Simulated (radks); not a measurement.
These are the eigenvalues of the occupied orbitals of an atom or ion with whole-number occupations (eV). Calculated with a radial shooting solver on a logarithmic mesh with Libxc functionals: scalar-relativistic Kohn-Sham, LDA (Slater exchange, VWN5 correlation), spin-polarised, spherical densities, finite nucleus; Fermi nuclear charge, rms radius of each element as measured or else 0.836 A^(1/3) + 0.57 fm.

| orbital | eigenvalue |
|---|---|
| 1s | -25529.36 |
| 2s | -3959.668 |
| 2p | -3578.176 |
| 3s | -909.2817 |
| 3p | -783.9666 |
| 3d | -586.6387 |
| 4s | -301.6217 |
| 4p | -261.4320 |

Which element is it, and in what charge state? The configuration may be excited. Open shells, if any, are filled with parallel spins first.

Answer. Z = 47, silver, charge +11: Ag11+ in [Kr]. The list shows which subshells hold electrons but not how many an open one holds; the 1s level, -938.19 hartree, gives Z - s = 43.3 by -(Z - s)^2/2, which with screening and relativity narrows Z to a few neighbours, and the depths of the outer levels then fix element, charge and occupations together.
